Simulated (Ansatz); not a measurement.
A nudged elastic band was laid between two geometries of C₂H₇InN₂ (12 atoms, charge 0, multiplicity 1).

Computed with Ansatz, RKS PBE-D4/def2-SVP.

| Property | Result |
| --- | --- |
| movable images | 5 |
| climbing image | yes |
| spring | 5.0 eV/Å² |
| optimiser | quadratic models (default) |
| start path | IDPP |
| force threshold | 0.05 eV/Å |
| iteration limit | 60 |
| end points | relaxed |

First end point:

```xyz
12
Properties=species:S:1:pos:R:3
C -2.498 1.084 0.003
N -1.555 0.606 0.707
In 0.354 -0.040 0.108
C 0.900 -2.117 -0.207
N 1.678 1.530 0.034
H -3.458 1.398 0.493
H -2.499 1.243 -1.109
H 0.149 -2.614 -0.850
H 1.898 -2.179 -0.680
H 0.927 -2.629 0.775
H 2.676 1.338 0.172
H 1.428 2.378 0.553
```

Last end point:

```xyz
12
Properties=species:S:1:pos:R:3
C -2.532 0.656 0.100
N -1.439 1.267 0.337
In 0.411 0.227 0.134
C 0.785 -1.699 -0.817
N 1.901 1.468 0.777
H -3.507 1.202 0.205
H -2.659 -0.415 -0.221
H -0.026 -1.942 -1.529
H 1.753 -1.658 -1.352
H 0.832 -2.484 -0.038
H 2.828 1.115 1.030
H 1.654 2.263 1.373
```

Question: Which bonds break or form, and what moves?

Answer: No bond is made or broken. The dihedral C1–N2–In3–C4 goes from -100 to 13°.

Question: What energy profile does the band end with?

Answer: The run converged. The highest image is number 4 of 0 to 6, 0.025 eV above the first end and 0.002 eV above the last; the last end lies 0.022 eV above the first. The top lies less than 8 meV above the higher end, about what the thresholds resolve: that end is a shoulder or a very shallow well. A vibrational analysis at the climbing image gives no mode beyond 40i cm⁻¹: the surface is too flat there to confirm a saddle point.

| image | path coordinate (Å) | energy (eV) | dihedral C1–N2–In3–C4 (°) |
| --- | --- | --- | --- |
| 0 | 0.00 | 0.000 | -100 |
| 1 | 0.48 | 0.005 | -83 |
| 2 | 0.96 | 0.015 | -65 |
| 3 | 1.44 | 0.023 | -45 |
| 4 | 1.92 | 0.025 | -26 |
| 5 | 2.40 | 0.024 | -7 |
| 6 | 2.89 | 0.022 | 13 |

Question: What is the geometry of the highest image?

Answer: 
```xyz
12
Properties=species:S:1:pos:R:3
C -2.515 0.811 0.072
N -1.453 1.042 0.735
In 0.393 0.114 0.218
C 0.771 -1.773 -0.800
N 1.877 1.393 0.789
H -3.473 1.312 0.374
H -2.634 0.140 -0.822
H -0.040 -1.992 -1.519
H 1.739 -1.715 -1.333
H 0.817 -2.582 -0.045
H 2.854 1.105 0.879
H 1.664 2.144 1.451
```

Time of the run: 70 s on 2 threads of AMD EPYC 9R14 (Zen 4), on a shared host, peak memory 0.17 GiB.
